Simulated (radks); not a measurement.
The nitrogen anion N2-, [He] 2s2 2p5, held by a Watson sphere: a shell of charge +2 at radius R that stands for the Madelung well of a crystal (potential energy -2/R inside, -2/r outside, in hartree with lengths in bohr). Calculated with a radial shooting solver on a logarithmic mesh with Libxc functionals: scalar-relativistic Kohn-Sham, LDA (Slater exchange, Perdew-Wang correlation), spin-polarised, spherical densities, point nucleus; open shells are filled with parallel spins first. Response by self-consistent Sternheimer equations with the Hartree and adiabatic LDA kernel, the relativistic mass of each level held fixed and spin-orbit coupling left out. The sphere does not respond.

R (bohr),e(2s down) (eV),e(2p up) (eV),e(2p down) (eV),<r> 2p (bohr),sum of <r^2> (bohr^2),X-ray form factor at sin(theta)/lambda = 0.3 1/angstrom,alpha (bohr^3)
1.87,-18.024,-8.040,-7.050,1.683,22.58,3.325,15.65
1.95,-17.702,-7.795,-6.819,1.710,23.24,3.297,16.89
2.45,-15.960,-6.417,-5.503,1.878,27.34,3.202,27.04
2.93,-14.704,-5.352,-4.469,2.039,31.37,3.177,42.22
3.07,-14.403,-5.087,-4.209,2.087,32.58,3.176,48.03
3.16,-14.222,-4.927,-4.050,2.119,33.37,3.175,52.17
3.46,-13.688,-4.446,-3.571,2.229,36.08,3.176,68.67
3.86,-13.112,-3.924,-3.035,2.390,39.95,3.179,99.37
